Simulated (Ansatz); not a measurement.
`[OH][Sn][Br]` + CH₃OH → `C[O][Sn][Br]` + H₂O at 700 K and 1 bar (ligand exchange at the Sn–O bond).

Computed with Ansatz on PBE0-D4/def2-TZVP structures; ΔE is electronic, products minus reactants. CCSD(T)/CBS is the MP2 limit (def2-TZVPP, def2-QZVPP) plus CCSD(T) − MP2 in def2-TZVPP, frozen cores. This one scheme is used for every species. def2 core potentials past Kr. For Br, Sn outer-core shells are correlated without core-valence functions, which leaves a few kJ/mol of doubt a bond. Scalar relativity is left out up to krypton. Each species was taken in one conformer, which may not be the lowest.

```
       species  CCSD(T)/CBS energy (Eh)  H − E (kJ/mol)  S (J/(mol·K))
`[OH][Sn][Br]`              -2863.20849            77.8          374.3
         CH₃OH               -115.61712           170.8          288.5
`C[O][Sn][Br]`              -2902.45238           168.5          437.8
           H₂O                -76.37941            80.5          218.4
```

H − E and S are ideal-gas, rigid-rotor, harmonic terms from PBE0-D4/def2-TZVP, for one conformer and one mirror image of each species. 1 Eh = 2625.50 kJ/mol, R = 8.31446 J/(mol·K).

By hand: ΔE, ΔH, ΔS and ΔG.

ΔE = (-2902.45238) + (-76.37941) − (-2863.20849) − (-115.61712) = -0.00618 Eh = -16.2 kJ/mol. Δ(H − E) = 168.5 + 80.5 − 77.8 − 170.8 = 0.4, so ΔH = -15.8 kJ/mol. ΔS = 437.8 + 218.4 − 374.3 − 288.5 = -6.6 J/(mol·K). ΔG = -15.8 − 700 × (-6.6)/1000 = -11.2 kJ/mol.

By hand: the equilibrium constant, and the temperature at which ΔG would vanish if ΔH and ΔS stayed fixed.

log₁₀ K = −ΔG/(RT ln 10) = 0.8. ΔG = 0 at ΔH/ΔS = 2394 K, though so small a ΔS makes that figure unsure.

The number of gas molecules stays the same, so ΔS is small and ΔH decides. A doubt of 5 kJ/mol in ΔE shifts log₁₀ K by 0.4 here. Other conformers and mirror images would add mixing entropy, several J/(mol·K) or more a flexible species. These are equilibria of isolated gas molecules and say nothing of rates. Largest T1 diagnostic: 0.015 (customary marks: 0.02 for closed shells, 0.045 for open ones).
